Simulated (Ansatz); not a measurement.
Relaxed structures of Al2H2F2, singlet (PBE0-D4/def2-TZVP; forces vanish, vibrations not checked; lower isomers may exist, and structures with a doubtful reference or unclear bonds are left out; Å). Computed with Ansatz 0.2.0 (basis: def2-TZVPP); correlated methods freeze the cores.

Question: Rank them by CCSD(T) energy, lowest first, and give each one's height above the lowest. Links in brackets join atoms within 1.22 times the sum of their covalent radii (1.1 for two metals). (To be estimated.)
A.
Al₂H₂F₂ ([F][Al]1[F][AlH2]1)
```
6
angstrom
F -0.3676 -0.4626 -1.1789
Al 1.1876 0.4898 -0.8849
Al -0.5883 -0.3691 0.6994
F -1.9921 -1.1536 1.0614
H 2.4647 -0.4182 -1.0694
H 1.0444 1.9890 -1.3555
```
B.
Al₂H₂F₂ ([F][AlH]1[F][AlH]1)
```
6
angstrom
F -0.0177 -0.3982 -2.7630
Al 0.8452 -0.1178 -1.3798
Al -0.5043 0.4521 0.6221
F 0.1184 -1.1852 -0.0208
H 2.4169 -0.1871 -1.4265
H -1.3490 0.1924 1.9503
```
C.
Al₂H₂F₂ ([F][AlH][AlH][F])
```
6
angstrom
F 0.2180 -1.0720 -2.2303
Al 0.8033 -0.1089 -1.0196
Al -0.7035 0.1966 1.0785
F -2.1447 -0.6151 1.0923
H 2.2343 0.5232 -1.2868
H -0.4075 1.0762 2.3659
```

Answer: By the calculation: C (0.0 kJ/mol), A (11.9 kJ/mol), B (27.6 kJ/mol). Heights count from the lowest.

T1 diagnostic: at most 0.014.

For scale, one of the runs: CCSD(T)/def2-TZVPP, 174 basis functions, launched by `ansatz run in.yaml --threads 2 --pin off --events-out ev --progress --plain --max-ram 4352MiB`. Hardware: 2 CPU threads of an AMD EPYC, shared host. Wall time 72 s; peak host memory 1.5 GiB.
